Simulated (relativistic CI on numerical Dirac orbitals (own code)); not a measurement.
Re18+: sensitivity of the levels to the model

Base calculation: Dirac-Coulomb-Breit CI, separate exchange-only KLI orbitals for each configuration, model QED, unscaled Slater integrals.

CI space (outside the closed core [Ar] 3d10): 4s2.4p6.4d10.4f11, 4s2.4p6.4d10.4f10.5s, 4s2.4p6.4d10.4f9.5s2, 4s2.4p6.4d10.4f10.5p, 4s2.4p6.4d9.4f12, 4s2.4p6.4d10.4f10.5d, 4s2.4p6.4d8.4f13, 4s2.4p6.4d10.4f10.6s, 4s2.4p5.4d10.4f12, 4s2.4p4.4d10.4f13, 4p6.4d10.4f13, 4s.4p6.4d10.4f11.5s, 4s.4p6.4d9.4f13, 4s.4p6.4d10.4f11.6s. Levels of other configurations are missing.

Variants: (1) configuration mixing switched off; (2) one mean potential for all configurations. Shifts of the energy above 4s2.4p6.4d10.4f11 4I°_15/2, in cm⁻¹, for the lowest level and the first level of each name with at least 55 % of one term (blank where a level changes its place among those of its configuration and J or its character, or is not in the variant):

```
                       Level     Base     Δ(1)      Δ(2)
  4s2.4p6.4d10.4f11 4I°_15/2      0.0      0.0       0.0
  4s2.4p6.4d10.4f11 4I°_13/2  17812.0    -16.4    -485.6
   4s2.4p6.4d10.4f11 4F°_7/2  44814.1  +2168.7     -59.7
   4s2.4p6.4d10.4f11 4F°_5/2  47081.2  +2903.7    +157.0
  4s2.4p6.4d10.4f11 2K°_15/2  55817.4   +334.9    +189.4
  4s2.4p6.4d10.4f11 4G°_11/2  56881.5  +2129.5    -116.9
   4s2.4p6.4d10.4f11 4G°_9/2  60916.5  +2156.0    -227.3
   4s2.4p6.4d10.4f11 2P°_1/2  65808.3  +5741.5    +226.1
  4s2.4p6.4d10.4f11 2K°_13/2  68646.4   +692.9     +29.4
   4s2.4p6.4d10.4f11 4D°_7/2  81951.5  +4141.5    +597.3
  4s2.4p6.4d10.4f11 2I°_11/2  82184.1  +2106.3    +588.4
  4s2.4p6.4d10.4f11 2L°_17/2  85337.7   -611.3    +534.0
4s2.4p6.4d10.4f10.5s 6I_17/2  89064.6   -644.2  -13060.0
  4s2.4p6.4d10.4f11 2I°_13/2  90355.6  +1735.0    +106.5
```

At this charge transitions that keep the count of f electrons are usually good to a few per cent. Terms inside the open d or f shell come out 10 to 20 % too wide with unscaled integrals. Levels that differ in their count of f electrons can be misplaced by several ten thousand cm⁻¹, since the correlation energy of f electrons is missing or only estimated; rates across such gaps can be off by orders of magnitude.

Ionisation energy from one configuration of each of the two ions, the ground ones as tabulated or assumed: base 461.602 eV. The NIST ASD value (theoretical) is 476 ± 24 eV.

LS names give the leading component of a level, which can be under half, so a name can repeat, a term be missing and a line seem to break the LS rules.
